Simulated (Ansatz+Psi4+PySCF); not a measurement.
Results of a calculation; reference values are marked as such.
## PySCF 2.14.0 run

```python
from pyscf import gto, scf, mp

mol = gto.M(atom="""
Be 0.000000 0.000000 -1.070780
O 0.000000 0.000000 0.535390
""", basis={'Be': 'cc-pcvtz', 'O': 'cc-pvtz'}, charge=0, spin=0)
mf = scf.RHF(mol)
mf.kernel()
pt = mp.MP2(mf, frozen=1).run()
print(mf.e_tot, pt.e_corr, pt.e_tot)
```

The script is written out from the run's settings.

Output:

| Quantity | Value |
| --- | --- |
| Converged | yes |
| Reference energy | -89.38098 hartree |
| Correlation energy | -0.37149 hartree |
| Total energy | -89.75247 hartree |
| Spin squared of the determinant | 0.000 |

Caution: large amplitudes, a single reference is doubtful; stretched shape with no unrestricted run beside it, a lower state can exist; unrestricted orbitals would lower the determinant.
